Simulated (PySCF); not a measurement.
Compound: C10H8N2.
SMILES: `c1ccc(-c2ccccn2)nc1`

Torsions of this conformer, `[cH:1]1[cH:2][cH:3][c:4](-[c:5]2[cH:6][cH:7][cH:8][cH:9][n:10]2)[n:11][cH:12]1`: C3–C4–C5–C6 180°.

The closed-shell ground state was solved at several levels (PySCF, density fitting, gas phase, non-relativistic). One conformer (not necessarily the lowest) at the PBE0-D3(BJ)/def2-SVP geometry, without solvent, vibrations or thermal averaging. The dipole stays under 0.02 D at every level.

| level | basis functions | total energy (Eh) | HOMO (eV) | LUMO (eV) | gap (eV) |
| --- | --- | --- | --- | --- | --- |
| wB97X-D/pcSseg-2 | 544 | -495.3740 | -8.54 | 0.10 | 8.64 |
| B3LYP/def2-SVPD | 304 | -495.0541 | -6.70 | -1.74 | 4.96 |
| B3LYP/pcJ-1 | 404 | -495.4013 | -6.70 | -1.69 | 5.01 |

**Question.** What might PBE0/pcSseg-1 (244 basis functions) give for the same quantities?

**Answer.** Total energy -494.7434 Eh, HOMO -6.93 eV, LUMO -1.56 eV, gap 5.37 eV.

**Question.** Over all these levels, which gives the widest orbital gap and which the narrowest?

**Answer.** wB97X-D/pcSseg-2 (range-separated hybrid) has the widest, 8.64 eV, and B3LYP/def2-SVPD (global hybrid, 20 % exact exchange) the narrowest, 4.96 eV. Functional and basis both differ between the two, so the spread mixes both effects.

Note: wB97X-D ran without an empirical dispersion term, which enters the total energy and its gradient alone.
